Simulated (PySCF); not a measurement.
# Calculated properties of `c1(/C=N\[H])ccc(Cl)cc1F`

C₇H₅ClFN.
Atom-mapped SMILES: `[H]/[N:1]=[CH:2]\[c:3]1[cH:4][cH:5][c:6]([Cl:7])[cH:8][c:9]1[F:10]` (hydrogens: H11 on N1; H12 on C2; H13 on C4; H14 on C5; H15 on C8)

Structural features include: imine, benzene ring, C–F bond and C–Cl bond.

GFN2-xTB geometry:

```
Point group of the GFN2-xTB geometry                  : Cs
Rotational constants A, B, C of the GFN2-xTB geometry : 2.527, 0.667, 0.528 GHz
```

**PBE0/pcSseg-1 ground state and GIAO shieldings, non-relativistic (PySCF)**

```
Dipole moment                                               : 2.19 D
HOMO energy                                                 : -7.52 eV
LUMO energy                                                 : -1.94 eV
HOMO–LUMO gap                                               : 5.58 eV
Lowest Hirshfeld atomic charge                              : -0.23 e on N1
Highest Hirshfeld atomic charge                             : +0.10 e on C9/H11
13C chemical shifts (computed TMS as zero) by class         : 171.6 (C9), 161.6 (C2), 150.5 (C6), 130.5 (C5), 130.1 (C4), 124.3 (C8), 123.8 (C3) ppm
1H chemical shifts (computed TMS as zero) by class          : 11.86 (H11), 8.89 (H12), 7.74 (H13), 7.48 (H14), 7.47 (H15) ppm
Isotropic shieldings of nuclei other than C and H, by class : -77 (N1), 298 (F10), 692 (Cl7) ppm
Mayer bond orders between heavy atoms                       : N1–C2 2.04, C2–C3 1.05, C3–C4 1.35, C4–C5 1.49, C5–C6 1.34, C6–Cl7 1.11, C6–C8 1.33, C8–C9 1.44, C9–F10 0.90, C9–C3 1.31
```

Monoisotopic mass (most abundant isotopes): 157.0095 u.

A dipole of 2.19 D is allowed in Cs, and pure rotational transitions are dipole-allowed. The dipole matches unit charges of opposite sign 0.46 Å apart (1 e·Å = 4.8032 D). With B = h/(8π²I), that is 505.379 GHz u Å² over I, the principal moments of inertia are 200.0, 757.7 and 957.7 u Å² (most abundant isotopes); the inertial defect Ic − Ia − Ib is 0.0 u Å² (zero for a rigid planar frame, negative otherwise). The rotational constants make it an asymmetric top with κ = (2B − A − C)/(A − C) = -0.86, nearer the prolate limit (−1).

Isolated species at its GFN2-xTB geometry (one conformer only).

Conformer computed: `[H]/[N:1]=[CH:2]\[c:3]1[cH:4][cH:5][c:6]([Cl:7])[cH:8][c:9]1[F:10]`: N1–C2–C3–C4 0°.
